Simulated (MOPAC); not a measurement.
MOPAC input (AM1):

```
AM1 1SCF UHF MS=0.5 GEO-OK AUX(PRECISION=9) THREADS=1
H7N2Si2

N    -1.19239900 1    2.09739400 1    0.83419700 1
Si   -0.65248300 1    0.47416700 1    0.84480400 1
N     0.24086700 1   -0.07664700 1   -0.52089800 1
Si    1.12549600 1   -1.45650000 1   -1.03691800 1
H    -1.87055400 1    2.41781700 1    0.16053000 1
H    -0.57272200 1    2.84343900 1    1.10827300 1
H     0.18758000 1    0.32937700 1    2.05877700 1
H    -1.84191500 1   -0.41514200 1    0.87282200 1
H     2.38914300 1   -0.99576000 1   -1.66235300 1
H     1.45988800 1   -2.44450100 1    0.02185600 1
H     0.28712000 1   -2.12778700 1   -2.06339900 1
```

Output:

```
 *******************************************************************************
 **                                                                           **
 **                              MOPAC v23.2.5                                **
 **                                                                           **
 *******************************************************************************
 ** MOPAC's Digital Object Identifier: https://doi.org/10.5281/zenodo.6511958 **
 **                                                                           **
 ** Please cite the open-source release paper for use of this MOPAC version:  **
 ** J. E. Moussa and J. J. P. Stewart (2026)                                  **
 ** MOPAC: An open-source semiempirical molecular orbital program             **
 ** J. Open Source Softw., 11(119), 8025, https://doi.org/10.21105/joss.08025 **
 *******************************************************************************

                              AM1 CALCULATION RESULTS

 *******************************************************************************
 *  AM1        - The AM1 Hamiltonian to be used
 *  GEO-OK     - OVERRIDE INTERATOMIC DISTANCE AND OTHER SAFETY CHECKS
 *  UHF        - UNRESTRICTED HARTREE-FOCK CALCULATION
 *  MS=        - IN MECI, MAGNETIC COMPONENT OF SPIN =  0.5
 *  1SCF       - DO 1 SCF AND THEN STOP
 *  AUX        - OUTPUT AUXILIARY INFORMATION
 *******************************************************************************
AM1 1SCF UHF MS=0.5 GEO-OK AUX(PRECISION=9) THREADS=1
 H7N2Si2

   ATOM   CHEMICAL          X               Y               Z
  NUMBER   SYMBOL      (ANGSTROMS)     (ANGSTROMS)     (ANGSTROMS)

     1       N         -1.19239900  *   2.09739400  *   0.83419700  *
     2      Si         -0.65248300  *   0.47416700  *   0.84480400  *
     3       N          0.24086700  *  -0.07664700  *  -0.52089800  *
     4      Si          1.12549600  *  -1.45650000  *  -1.03691800  *
     5       H         -1.87055400  *   2.41781700  *   0.16053000  *
     6       H         -0.57272200  *   2.84343900  *   1.10827300  *
     7       H          0.18758000  *   0.32937700  *   2.05877700  *
     8       H         -1.84191500  *  -0.41514200  *   0.87282200  *
     9       H          2.38914300  *  -0.99576000  *  -1.66235300  *
    10       H          1.45988800  *  -2.44450100  *   0.02185600  *
    11       H          0.28712000  *  -2.12778700  *  -2.06339900  *

          CARTESIAN COORDINATES

    NO.       ATOM           X           Y           Z

     1         N         -1.1924      2.0974      0.8342
     2        Si         -0.6525      0.4742      0.8448
     3         N          0.2409     -0.0766     -0.5209
     4        Si          1.1255     -1.4565     -1.0369
     5         H         -1.8706      2.4178      0.1605
     6         H         -0.5727      2.8434      1.1083
     7         H          0.1876      0.3294      2.0588
     8         H         -1.8419     -0.4151      0.8728
     9         H          2.3891     -0.9958     -1.6624
    10         H          1.4599     -2.4445      0.0219
    11         H          0.2871     -2.1278     -2.0634

  H: (AM1): M.J.S. DEWAR ET AL, J. AM. CHEM. SOC. 107 3902-3909 (1985)
  N: (AM1): M.J.S. DEWAR ET AL, J. AM. CHEM. SOC. 107 3902-3909 (1985)
 Si: (AM1): M.J.S.DEWAR, C. JIE, ORGANOMETALLICS, 6, 1486-1490 (1987).

           Empirical Formula: H7 N2 Si2  =    11 atoms

      MOLECULAR POINT GROUP   :   C1

          UHF CALCULATION, NO. OF ALPHA ELECTRONS =   13
                           NO. OF BETA  ELECTRONS =   12

 -------------------------------------------------------------------------------
 AM1 1SCF UHF MS=0.5 GEO-OK AUX(PRECISION=9) THREADS=1
 H7N2Si2

     1SCF WAS SPECIFIED, SO BFGS WAS NOT USED
     SCF FIELD WAS ACHIEVED

                              AM1 CALCULATION
                                                       MOPAC v23.2.5 Linux

          FINAL HEAT OF FORMATION =          1.57081 KCAL/MOL =       6.57225 KJ/MOL

          COSMO AREA              =        140.80 SQUARE ANGSTROMS
          COSMO VOLUME            =        133.06 CUBIC ANGSTROMS

          IONIZATION POTENTIAL    =          9.495716 EV
          ALPHA SOMO LUMO (EV)    =        -10.006  1.189
          BETA  SOMO LUMO (EV)    =         -9.496 -0.523
          NO. OF ALPHA ELECTRONS  =         13
          NO. OF BETA  ELECTRONS  =         12
          MOLECULAR WEIGHT        =         91.2397         POINT GROUP:  C1

          MOLECULAR DIMENSIONS (Angstroms)

            Atom       Atom       Distance
            H    11    H     6     5.95919
            H     9    H     8     4.32345
            H     5    H    10     3.40175

          SCF CALCULATIONS        =          1

   ATOM   CHEMICAL          X               Y               Z
  NUMBER   SYMBOL      (ANGSTROMS)     (ANGSTROMS)     (ANGSTROMS)

     1       N         -1.19239900  *   2.09739400  *   0.83419700  *
     2      Si         -0.65248300  *   0.47416700  *   0.84480400  *
     3       N          0.24086700  *  -0.07664700  *  -0.52089800  *
     4      Si          1.12549600  *  -1.45650000  *  -1.03691800  *
     5       H         -1.87055400  *   2.41781700  *   0.16053000  *
     6       H         -0.57272200  *   2.84343900  *   1.10827300  *
     7       H          0.18758000  *   0.32937700  *   2.05877700  *
     8       H         -1.84191500  *  -0.41514200  *   0.87282200  *
     9       H          2.38914300  *  -0.99576000  *  -1.66235300  *
    10       H          1.45988800  *  -2.44450100  *   0.02185600  *
    11       H          0.28712000  *  -2.12778700  *  -2.06339900  *

                             CARTESIAN COORDINATES

   1    N       -1.192399000     2.097394000     0.834197000
   2   Si       -0.652483000     0.474167000     0.844804000
   3    N        0.240867000    -0.076647000    -0.520898000
   4   Si        1.125496000    -1.456500000    -1.036918000
   5    H       -1.870554000     2.417817000     0.160530000
   6    H       -0.572722000     2.843439000     1.108273000
   7    H        0.187580000     0.329377000     2.058777000
   8    H       -1.841915000    -0.415142000     0.872822000
   9    H        2.389143000    -0.995760000    -1.662353000
  10    H        1.459888000    -2.444501000     0.021856000
  11    H        0.287120000    -2.127787000    -2.063399000

           Empirical Formula: H7 N2 Si2  =    11 atoms

      MOLECULAR POINT GROUP   :   C1

          ALPHA EIGENVALUES
 -32.01820 -30.79811 -17.14760 -16.64854 -15.72864 -14.40473 -14.12715 -13.57461
 -12.44103 -11.99201 -10.63016 -10.39373 -10.00635   1.18945   1.50865   1.56750
   1.73618   1.94420   1.99232   2.15223   3.22498   5.34860   6.21619

           BETA EIGENVALUES
 -32.03620 -28.22711 -16.94854 -16.59877 -15.59799 -14.14038 -13.26953 -12.66015
 -12.27646 -11.67339 -10.19334  -9.49572  -0.52258   1.40473   1.71554   1.77083
   1.84844   2.04114   2.22116   2.93749   3.55427   5.33568   6.21340

              NET ATOMIC CHARGES AND DIPOLE CONTRIBUTIONS

  ATOM NO.   TYPE          CHARGE      No. of ELECS.   s-Pop       p-Pop
    1          N          -0.699656        5.6997     1.53038     4.16928
    2         Si           1.220968        2.7790     0.78462     1.99441
    3          N          -0.773174        5.7732     1.70966     4.06351
    4         Si           0.923402        3.0766     0.83075     2.24585
    5          H           0.180943        0.8191     0.81906
    6          H           0.180018        0.8200     0.81998
    7          H          -0.239798        1.2398     1.23980
    8          H          -0.226620        1.2266     1.22662
    9          H          -0.174710        1.1747     1.17471
   10          H          -0.225317        1.2253     1.22532
   11          H          -0.166056        1.1661     1.16606
 DIPOLE           X         Y         Z       TOTAL
 POINT-CHG.     0.132    -0.632     0.280     0.704
 HYBRID         0.038     0.818    -0.351     0.891
 SUM            0.170     0.186    -0.071     0.262

          ATOMIC ORBITAL ELECTRON POPULATIONS

     Atom    s        px        py        pz
    1  N   1.53038   1.37810   1.19476   1.59641
    2 Si   0.78462   0.71112   0.62938   0.65390
    3  N   1.70966   1.09164   1.43930   1.53257
    4 Si   0.83075   0.77527   0.68301   0.78757
    5  H   0.81906
    6  H   0.81998
    7  H   1.23980
    8  H   1.22662
    9  H   1.17471
   10  H   1.22532
   11  H   1.16606

                    (SZ)    =    0.500000
                    (S**2)  =    0.767564

          ATOMIC ORBITAL SPIN POPULATIONS

    Atom   Total    s     px     py     pz
         Atomic
    1  N -0.0084 -0.001 -0.002  0.001 -0.006
    2 Si -0.1299 -0.026 -0.049 -0.019 -0.036
    3  N  1.0065  0.038  0.644  0.186  0.138
    4 Si -0.1503 -0.028 -0.052 -0.038 -0.033
    5  H -0.0008 -0.001
    6  H -0.0012 -0.001
    7  H  0.0509  0.051
    8  H  0.0842  0.084
    9  H  0.0560  0.056
   10  H  0.0017  0.002
   11  H  0.0913  0.091

 **********************
 *                    *
 * JOB ENDED NORMALLY *
 *                    *
 **********************

 == MOPAC DONE ==
```

The geometry given is a B3LYP-D3(BJ)/def2-TZVP minimum.
